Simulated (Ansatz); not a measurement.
C$_{4}$H$_{3}$F$_{3}$, SMILES `CC#CC(F)(F)F`, relaxed with RKS PBE0-D4/def2-TZVP in the Gaussian-basis code of Ansatz from a PBE-D4/def2-SVP geometry. The force threshold is 0.005 eV/Å; the program also tests the step.

Charge 0, multiplicity 1.

Start:

```xyz
10

C     0.630   -1.512   -1.310
C     0.197   -0.464   -0.402
C    -0.169    0.419    0.360
C    -0.613    1.471    1.275
F    -1.144    0.949    2.407
F    -1.561    2.255    0.707
F     0.413    2.276    1.641
H     1.719   -1.696   -1.211
H     0.426   -1.233   -2.365
H     0.103   -2.466   -1.102
```

| step | energy (eV) | largest force (eV/Å) | largest move (Å) |
| --- | --- | --- | --- |
| 1 | -12338.3454 | 1.505 | 0.000 |
| 2 | -12338.4082 | 0.260 | 0.029 |
| 3 | -12338.4129 | 0.042 | 0.008 |
| 4 | -12338.4129 | 0.016 | 0.001 |
| 5 | -12338.4129 | 0.006 | 0.001 |
| 6 | -12338.4129 | 0.001 | 0.004 |
| 7 | -12338.4129 | 0.003 | 0.005 |
| 8 | -12338.4130 | 0.009 | 0.015 |
| 9 | -12338.4130 | 0.016 | 0.021 |
| 10 | -12338.4130 | 0.015 | 0.002 |
| 11 | -12338.4130 | 0.001 | 0.004 |
| 12 | -12338.4130 | 0.005 | 0.020 |
| 13 (rejected) | -12338.4130 | 0.037 | 0.043 |
| 14 | -12338.4131 | 0.010 | 0.021 |
| 15 | -12338.4131 | 0.015 | 0.017 |
| 16 | -12338.4131 | 0.010 | 0.004 |
| 17 | -12338.4131 | 0.005 | 0.015 |
| 18 | -12338.4131 | 0.011 | 0.026 |
| 19 | -12338.4131 | 0.007 | 0.006 |
| 20 | -12338.4131 | 0.004 | 0.016 |

End:

```xyz
10

C     0.626   -1.499   -1.300
C     0.192   -0.457   -0.397
C    -0.168    0.407    0.351
C    -0.607    1.454    1.261
F    -1.258    0.948    2.315
F    -1.435    2.315    0.658
F     0.427    2.161    1.733
H     1.717   -1.557   -1.324
H     0.270   -1.302   -2.314
H     0.237   -2.470   -0.983
```

Hardware: 4 threads of a server CPU on a shared host. Wall time 70 s, peak host memory 0.63 GiB.
